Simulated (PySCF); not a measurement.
**Spinor energies of Al (aluminium, neutral)**

Start: [Ne] 3s2 3p1; 3p3/2 filled at m_j = +3/2. Calculated with PySCF 2.14 in x2c-TZVPall-2c: generalised Hartree-Fock with the X2C-1e Hamiltonian and a Gaussian nucleus; one run each with spin-orbit coupling (SO) switched off, then screened by Boettger's factors. This is a chosen level, not necessarily the ground level.

```tsv
spinor shell	electrons	ε, spin-free (eV)	ε, screened SO (eV)	weight of nominal j (screened SO)	rms radius, screened SO (bohr)
1s1/2	2	-1595.1	-1595.1	1.000	0.139
2s1/2	2	-134.07	-134.08	1.000	0.676
2p1/2	2	-87.492	-87.765	0.984	0.673
3s1/2	2	-10.723	-10.726	0.999	2.80
3p3/2	1	-5.748	-5.742	1.000	3.70
```

(1) Where does 2p3/2 lie, and what is the 2p spin-orbit splitting (screened SO)?

```json
{"quantity": "E (hartree)", "spin-free": "-242.30703", "screened SO": "-242.30700"}
{"quantity": "M_J", "spin-free": "3/2", "screened SO": "3/2"}
{"quantity": "⟨J²⟩", "spin-free": "3.770", "screened SO": "3.770"}
{"quantity": "⟨L²⟩", "spin-free": "2.015", "screened SO": "2.015"}
{"quantity": "⟨S²⟩", "spin-free": "0.755", "screened SO": "0.755"}
```

Each row is a mean over spinors that exchange with the open shell spreads, by up to 1.657 eV (3s1/2).

Without spin-orbit coupling the j labels of p, d and f shells carry no meaning; the spin-free column gives the mean over the occupied spinors of each nl shell.

## Answers

(1) At -87.363 eV, 0.402 eV above 2p1/2.
